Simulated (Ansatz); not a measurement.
`[BH2][InH][F]` + HI → `[F][InH][I]` + BH₃ at 298.15 K and 1 bar (cleavage of the In–B bond).

Program: Ansatz. Geometries: PBE0-D4/def2-TZVP. ΔE: electronic, gas phase. CCSD(T)/CBS is the MP2 limit (def2-TZVPP, def2-QZVPP) plus CCSD(T) − MP2 in def2-TZVPP, frozen cores. This one scheme is used for every species. Elements past krypton have def2 core potentials. For I, In outer-core shells are correlated without core-valence functions, which leaves a few kJ/mol of doubt a bond.

```json
{"species": "`[BH2][InH][F]`", "CCSD(T)/CBS energy (Eh)": "-316.18078", "H − E (kJ/mol)": "87.8", "S (J/(mol·K))": "314.8"}
{"species": "HI", "CCSD(T)/CBS energy (Eh)": "-298.03592", "H − E (kJ/mol)": "22.7", "S (J/(mol·K))": "206.5"}
{"species": "`[F][InH][I]`", "CCSD(T)/CBS energy (Eh)": "-587.72167", "H − E (kJ/mol)": "36.9", "S (J/(mol·K))": "327.6"}
{"species": "BH₃", "CCSD(T)/CBS energy (Eh)": "-26.55200", "H − E (kJ/mol)": "78.7", "S (J/(mol·K))": "188.3"}
```

H − E and S are ideal-gas, rigid-rotor, harmonic terms from PBE0-D4/def2-TZVP. 1 Eh = 2625.50 kJ/mol, R = 8.31446 J/(mol·K).

**Question.** By hand: ΔE, ΔH, ΔS and ΔG.

**Answer.** ΔE = (-587.72167) + (-26.55200) − (-316.18078) − (-298.03592) = -0.05697 Eh = -149.6 kJ/mol. Δ(H − E) = 36.9 + 78.7 − 87.8 − 22.7 = 5.1, so ΔH = -144.5 kJ/mol. ΔS = 327.6 + 188.3 − 314.8 − 206.5 = -5.4 J/(mol·K). ΔG = -144.5 − 298.15 × (-5.4)/1000 = -142.9 kJ/mol.

**Question.** By hand: the equilibrium constant, and the temperature at which ΔG would vanish if ΔH and ΔS stayed fixed.

**Answer.** log₁₀ K = −ΔG/(RT ln 10) = 25.0. ΔG = 0 at ΔH/ΔS = 26759 K, far beyond where these terms or the molecules hold.

The number of gas molecules stays the same, so ΔS is small and ΔH decides. A doubt of 5 kJ/mol in ΔE shifts log₁₀ K by 0.9 here. These are equilibria of isolated gas molecules and say nothing of rates. Largest T1 diagnostic: 0.015 (customary marks: 0.02 for closed shells, 0.045 for open ones).
